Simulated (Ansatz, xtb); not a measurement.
**Two isomers of C5H5ClO3**

We compare X, `O=COC(=O)/C=C/CCl`, a singlet, with Y, `O=C(O)[C@@H]1C=C(Cl)OC1`, a singlet. Both are isolated molecules in the gas phase, relaxed with r2SCAN-D4/def2-SVP; each stands in its lowest conformer found.

Quicker runs give these differences E(Y) − E(X): GFN2-xTB −20.0 kcal/mol; HF/STO-3G −20.3 kcal/mol (at GFN2-xTB geometries); r2SCAN-D4/def2-SVP//GFN2-xTB −3.5 kcal/mol.

Problem. Estimate E(Y) − E(X) at the level CCSD(T)/def2-SVP + ΔMP2/def2-TZVPP.

Solution. Not settled: CCSD(T)/def2-SVP + ΔMP2/def2-TZVPP gives E(Y) − E(X) = −3.2 kcal/mol, but this leans on the basis-set step: CCSD(T) alone gives 0.0 kcal/mol.

Level by level:

| level | geometry | E(Y) − E(X) (kcal/mol) | departure from the last row (kcal/mol) | job, with rough time for the two |
| --- | --- | --- | --- | --- |
| GFN2-xTB | GFN2-xTB | −20.0 | −16.9 | optimisation, 0.26 s |
| HF/STO-3G | GFN2-xTB | −20.3 | −17.1 | single point, 0.54 s |
| r2SCAN-D4/def2-SVP//GFN2-xTB | GFN2-xTB | −3.5 | −0.3 | single point, 4.6 s |
| r2SCAN-D4/def2-SVP | r2SCAN-D4/def2-SVP | −3.2 | 0.0 | optimisation, 1.8 min |
| HF/def2-SVP | r2SCAN-D4/def2-SVP | +4.0 | +7.2 | part of the CCSD(T) run |
| MP2/def2-SVP | r2SCAN-D4/def2-SVP | −1.9 | +1.3 | part of the CCSD(T) run |
| CCSD(T)/def2-SVP | r2SCAN-D4/def2-SVP | 0.0 | +3.2 | single point |
| CCSD(T)/def2-SVP + ΔMP2/def2-TZVPP | r2SCAN-D4/def2-SVP | −3.2 |  | single point, 2.8 min |

As drawn, Y has 1 C–O, 1 C–C, 1 O–H in place of 1 C=O, 1 C–H. Structure X has no ring, Y a 5-membered ring.

HF/def2-SVP puts the two in the other order. CCSD(T)/def2-SVP finds them nearly level. The largest departure from CCSD(T)/def2-SVP + ΔMP2/def2-TZVPP is that of HF/STO-3G, 17.1 kcal/mol. The last row adds to CCSD(T) the change of the MP2 difference between the two basis sets, here −3.2 kcal/mol, a large step that makes the value less sure.

With thermal terms from frequencies at re-optimised GFN2-xTB minima (ideal gas, soft modes damped towards free rotors, one conformer each, 298.15 K, 1 atm): the zero-point term adds +2.0 kcal/mol; ΔH is −2.1 and ΔG +0.2 kcal/mol.

The correlated steps freeze 13 core orbitals. Mirror images aren't counted in ΔG. Codes used: Ansatz 0.2.0, xtb 6.7.1; the last row on 4 threads of Arm Neoverse V1 on a shared host.
